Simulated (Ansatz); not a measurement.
System: LuCl$_{2}$ (charge 0, doublet). The spin state was set by rule; other spins were not relaxed. 
Geometry from a B3LYP-D3(BJ)/def2-TZVP (Ansatz, an electronic-structure program) optimisation:
```
Lu
Cl 1 2.3976
Cl 1 2.3976 2 128.73
```
Charge 0, spin multiplicity 2.

Quantity: atomisation energy (electronic, to ground-state atoms), in kcal/mol. Correlated levels leave the core frozen unless marked. UHF or UKS for open shells. No spin-orbit coupling. Frozen are the shells of the preceding noble gas and the d and f shells that filled before the atom's block. In def2 rows, elements after Kr have scalar-relativistic effective core potentials. 

| level | program | atomisation energy (kcal/mol) |
|---|---|---|
| PBE0/def2-SVP | Ansatz | 239.8 |
| PBE0-D3(BJ)/def2-TZVP | Ansatz + dftd3 | 237.3 |
| PBE0-D4/def2-TZVP | Ansatz + dftd4 | 236.9 |
| PBE0/def2-TZVP | Ansatz | 235.8 |
| PBE0/def2-QZVPP | Ansatz | 235.6 |
| RPA@PBE/def2-TZVPP | Ansatz | 210.9 |
| RPA@PBE/def2-QZVPP | Ansatz | 214.9 |
| CCSD/def2-SVP | Ansatz | 224.4 |
| CCSD(T)/def2-SVP | Ansatz | 226.9 |
